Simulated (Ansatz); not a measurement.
Ligand exchange: C3H8Mg + CH2N2 → C3H9MgN + HCN

Gas-phase species: C3H8Mg `C[CH](C)[MgH]`, singlet; CH2N2 (cyanamide) `N#CN`, singlet; C3H9MgN `C[CH](C)[Mg][NH2]`, singlet; HCN (hydrogen cyanide) `C#N`, singlet. The partners trade H for NH2: Mg–H and C–NH2 bonds give way to Mg–NH2 and C–H.

Shapes, held fixed at every level: PBE0-D4/def2-TZVP. Programs: Ansatz 0.2.0. Electronic energies: no zero-point or thermal term.

```tsv
level	kind	ΔE (kJ/mol)	less CCSD(T)/def2-TZVPP
HF/def2-SVP	Hartree–Fock	-77.5	+28.0
SPW92/def2-TZVPP	LDA	-65.1	+40.4
PBE-D4/def2-TZVPP	GGA	-78.7	+26.8
r2SCAN0-D4/def2-TZVPP	global hybrid	-87.3	+18.2
wB97M-V/def2-TZVPP	range-separated hybrid	-95.2	+10.3
MP2/def2-SVP	perturbation theory	-99.0	+6.5
MP2/def2-TZVPP	perturbation theory	-112.6	-7.1
CCSD(T)/def2-TZVPP	coupled cluster or CI	-105.5	0.0
```

The highest level, CCSD(T)/def2-TZVPP, gives ΔE = -105.5 kJ/mol; the levels span -112.6 to -65.1. The column of differences is taken from that level and isn't an error. No measured value is set beside it here. Outer-core shells of Mg are correlated, in sets that cover them unevenly.
